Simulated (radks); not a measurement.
Problem. The neon ion Ne3+, [He] 2s2 2p3. All-electron calculation, non-relativistic Kohn-Sham, exchange-only PBE, spin-polarised, spherical densities, point nucleus. Program: a radial shooting solver on a logarithmic mesh with Libxc functionals. Every spin shell is full or empty, so the densities are truly spherical. Functionals are evaluated on that one density, not self-consistently. Rank these orbital-free kinetic functionals by their error against the exact value of the orbitals, and give that value: Thomas-Fermi, TF + vW/9, TF + vW/5, LC94, APBEK, revAPBEK, Perdew 92, DePristo-Kress.

Solution. Exact: 124.012 hartree. From best to worst, with 100 (|E| - |E exact|)/|E exact| (equal figures are ties): LC94 +0.12, APBEK +0.20, Perdew 92 -0.22, TF + vW/9 -0.24, DePristo-Kress -0.51, revAPBEK +0.77, TF + vW/5 +6.48, Thomas-Fermi -8.63.
